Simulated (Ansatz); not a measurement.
Problem. Name a neutral molecule of Mg, N, Si and H with HOMO energy (B3LYP/def2-TZVPP) between -7.15 and -6.85 eV and LUMO energy (ωB97M-V/def2-TZVPP) between 0.35 and 0.65 eV (Ansatz, PBE0-D4/def2-TZVP geometry).

Solution. `[MgH][N]([SiH3])[SiH3]` (-7.14 eV, 0.41 eV). Other molecules can fit too; these were computed, each in one conformer that needn't be the lowest.

B3LYP here is the variant with VWN-RPA as its local correlation; programs differ in this.
